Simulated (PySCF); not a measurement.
C4H4FNSi: core ionisation energies

Species: C4H4FNSi.
Structure used (GFN2-xTB), in Å, numbered top down from 1:
```
atom  x, y, z in Å
N1     3.2508   -0.7373    0.1739
C2     2.1339   -0.4727    0.1933
C3     0.7716   -0.1400    0.1981
C4    -0.0395    0.1699    1.2280
Si5   -1.5904    0.3937    0.1631
C6    -0.1066   -0.0302   -1.0336
F7    -0.2056   -1.2138   -1.7388
H8     0.2526    0.2353    2.2636
H9    -2.1235    1.7448    0.0328
H10   -2.5872   -0.6631    0.2440
H11    0.2495    0.7161   -1.7503
```

Method used: delta-SCF UKS SCAN, pcX-2 on the ionised atom, pcseg-1 elsewhere, spin-free X2C in PySCF 2.14.0. Each binding energy is the total energy of the core-ionised species, with the hole localised on one atom, minus that of the ground state; both are solved self-consistently, so orbital relaxation is included.

Q: List the computed XPS lines with their assignment.

A: 
| atom(s) | bonded to | level | binding energy (eV) | 2p1/2 (eV) | above the level's lowest (eV) | count |
| --- | --- | --- | --- | --- | --- | --- |
| Si5 | 2 C and 2 H | Si 2p3/2 | 107.49 | 108.11 | 0.00 | 1 |
| C4 | C (double bond), H and Si | C 1s | 290.90 | – | 0.00 | 1 |
| C3 | C (double bond) and 2 C | C 1s | 292.18 | – | +1.28 | 1 |
| C2 | N (triple bond) and C | C 1s | 292.26 | – | +1.36 | 1 |
| C6 | F, C, H and Si | C 1s | 292.89 | – | +1.99 | 1 |
| N1 | C (triple bond) | N 1s | 404.96 | – | 0.00 | 1 |
| F7 | C | F 1s | 692.39 | – | 0.00 | 1 |
| Si5 | 2 C and 2 H | Si 1s | 1847.23 | – | 0.00 | 1 |

The listed C 1s values span 1.99 eV, from C4 (bonded to C (double bond), H and Si) to C6 (bonded to F, C, H and Si). The widest gap between neighbouring values is 1.28 eV, between 290.90 and 292.18 eV.

Q: Which photon energy gives electrons from Si 2p3/2 of Si5 a kinetic energy of 20 eV, and what is their de Broglie wavelength?

A: hν = 107.49 + 20 = 127.49 eV, recoil neglected; λ = 12.264 Å/√(E/eV) = 2.74 Å.

The 2p values aren't plain energy differences: one relaxed spin-free 2p hole is combined with a matrix within the shell (ground-state 2p orbital-energy differences and spin–orbit coupling). 2p3/2, the mean of its two sublevels, lies a third of the splitting below the shell's mean and 2p1/2 two thirds above it; the statistical areas are 2:1. 2p1/2 minus 2p3/2 (ligand field included): Si 0.62 eV. Geometry: GFN2-xTB; no solvent, vibrations or thermal averaging.
